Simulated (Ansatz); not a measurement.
Isolated molecules relaxed with PBE0-D4/def2-TZVP in Ansatz; ΔE leaves out vibrations. CBS: MP2 limit from def2 TZ/QZ plus the TZ coupled-cluster correction, frozen cores. This one scheme is used for every species. DFT in def2-TZVPP. B3LYP here is the variant with VWN-RPA as its local correlation; programs differ in this. Each species was taken in one conformer, which may not be the lowest.

Consider the formal hydrolysis of the Si–F bond: `N[Si@H](F)N[Si@H](N)F` + H₂O → `N[Si@H](O)N[Si@@H](N)F` + H–F.

```
          level  ΔE (eV)
         PBE-D4     0.39
         B2PLYP     0.45
          B3LYP     0.48
CCSD/def2-TZVPP     0.44
```

Question: What does CCSD(T)/CBS give? (Estimate.)

Answer: Ansatz gave: +0.43 eV. The listed levels differ from it by -0.04, 0.02, 0.05, 0.01 eV.

Largest T1 diagnostic among the species: 0.011.

In def2-TZVPP, CCSD(T) changes the Hartree–Fock value by −0.15 eV (the triples alone add −0.03 eV) and MP2 by −0.17 eV.
